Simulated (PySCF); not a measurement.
Species: TMS-CHClF, C₄H₁₀ClFSi.
Numbering: `[CH3:1][Si:2]([CH3:3])([CH3:4])[C@H:5]([F:6])[Cl:7]` (hydrogens: H8, H9, H10 on C1; H11, H12, H13 on C3; H14, H15, H16 on C4; H17 on C5)

Linear response at CAM-B3LYP/def2-SVPD (PySCF, frozen core in the response, non-relativistic). Isolated species at its PBE0-D3(BJ)/def2-SVP geometry, gas phase.

Static isotropic polarisability: 89.24 au (13.22 Å³), principal values 83.6, 85.6, 98.6 au.

Problem. What is the polarisability at 1064 nm and at the sodium D line?

Solution. 89.91 au at 1064 nm (+0.7 %), 91.46 au at 589.3 nm (+2.5 %). The rise at 589.3 nm is 3.34 times that at 1064 nm; a pure ω² law gives 3.26. The lowest singlet lies at 181 nm, shorter than both wavelengths.

Problem. What is the isotropic C6 coefficient between two such molecules, C6 = (3/π)∫α(iω)² dω?

Solution. 3336 au (Eh·bohr⁶) by a ten-point quadrature over imaginary frequencies, which is 1990 eV·Å⁶ or 192 J·nm⁶/mol.

Problem. Which effective excitation energy ω̄ makes London's formula C6 = (3/4)α²ω̄ exact here?

Solution. ω̄ = 4·C6/(3α²) = 0.558 Eh = 15.2 eV. A one-pole form α(ω) = α/(1 − ω²/ω̄²) fitted to the 1064 nm value gives 13.6 eV. London's choice of the ionisation energy (10.20 eV, ΔSCF at the same level) gives C6 = 2240 au, 33 % too low.

Problem. What n − 1 at the D line would an ideal gas of it have at 273.15 K and 1 atm (2.6868 × 10¹⁹ cm⁻³), by n − 1 = 2π·N·α′?

Solution. 22.88 × 10⁻⁴, a formal value whether or not that pressure can be reached.

Problem. What three-body coefficient follows from the one-pole estimate C9 = (3/4)·α·C6?

Solution. 223000 au. This is an estimate from the two numbers above, not a computed integral.

Problem. The lowest 6 singlets have (eV, f): 6.83, 0.022; 7.68, 0.002; 7.77, 0.011; 8.08, 0.012; 8.33, 0.097; 8.44, 0.069. What share of the static polarisability do they carry in the sum over states α = Σ f/ω²?

Solution. 2.40 au, 2.7 % of α; the largest term, 1.04 au, is that of the state at 8.33 eV. Their oscillator strengths add up to 0.21. Higher states carry the rest.

Cost: about 80 s of CPU time on one thread; the machine was shared, so the figure is rough. This is the whole response run at CAM-B3LYP/def2-SVPD, SCF included.

Conformer computed: `[CH3:1][Si:2]([CH3:3])([CH3:4])[C@H:5]([F:6])[Cl:7]`: C1–Si2–C5–F6 60°.
